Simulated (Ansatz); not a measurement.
Task: Name a neutral molecule of F, N, P, Zn and H with HOMO energy (PBE0/def2-TZVPP) between -6.95 and -6.65 eV and HOMO–LUMO gap (PBE/def2-TZVPP) between 3.65 and 3.95 eV (Ansatz, PBE0-D4/def2-TZVP geometry).

Result: `N[PH][Zn][F]` (-6.92 eV, 3.93 eV). Other molecules can fit too; these were computed, each in one conformer that needn't be the lowest.
